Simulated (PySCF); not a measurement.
An unknown is described by computed data only.

Formula: C3H6Cl2OSi.

| Quantity | Value |
| --- | --- |
| UV, first state | lowest singlet excitation: 6.25 eV (198 nm, f = 0.137) [TDDFT CAM-B3LYP/def2-SVPD] |
| 13C NMR | chemical shifts (computed TMS as zero) by class: 172.8 (1 C), 96.4 (1 C), 86.2 (1 C) ppm [GIAO B3LYP/pcSseg-2] |
| Triplet | lowest triplet excitation (Tamm–Dancoff): 4.06 eV [TDA CAM-B3LYP/def2-SVPD] |
| Dipole | 2.30 D [CAM-B3LYP/def2-SVPD] |
| NMR, other nuclei | isotropic shieldings of nuclei other than C and H, by class: 215 (1 O), 367 (1 Si), 647 (2 Cl) ppm [GIAO B3LYP/pcSseg-2] |
| Valence photoelectron | vertical ionisation energy: 9.48 eV [ΔSCF CAM-B3LYP/def2-SVPD] |
| Rotational structure | rotational constants A, B, C: 2.496, 0.845, 0.676 GHz [PBE0-D3(BJ)/def2-SVP] |

Gas-phase values; electronic properties from PySCF, density fitting. Levels stand in brackets. The structure is a single PBE0-D3(BJ)/def2-SVP conformer in the gas phase; no vibrational or solvent corrections. NMR values are class means; diastereotopic atoms form classes of their own.

Task: What is the compound? Reason from the data.

Result: Numbering: `[CH2:1]=[C:2]([O:3][SiH3:4])[CH:5]([Cl:6])[Cl:7]`. Its formula, C3H6Cl2OSi, gives 1 degree of unsaturation: 0 rings and 1 π bond in the structure found. 3 carbons fall into 3 classes; from least to most shielded: vinylic carbon bearing oxygen [C2] (172.8 ppm), terminal =CH2 carbon [C1] (96.4 ppm), CHCl2 carbon [C5] (86.2 ppm). The other shieldings belong to: 215 ppm, silyl ether oxygen [O3]; 367 ppm, oxygen-bound silicon [Si4]; 647 ppm, alkyl chlorine [Cl6/Cl7]. The first electron is taken from the HOMO, whose largest Löwdin shares are 0.36 on the terminal =CH2 carbon, 0.26 on the vinylic carbon bearing oxygen and 0.21 on the silyl ether oxygen. The optimised geometry has point group C1 and is an asymmetric top. Structure: `C=C(O[SiH3])C(Cl)Cl`. The assignments are read from this structure; whether some other isomer fits the data as well wasn't checked. NMR values of atoms bound to several Cl lack the spin–orbit term that these neighbours bring.

Conformer computed: `[CH2:1]=[C:2]([O:3][SiH3:4])[CH:5]([Cl:6])[Cl:7]`: C1–C2–O3–Si4 18°, C1–C2–C5–Cl6 -111°.
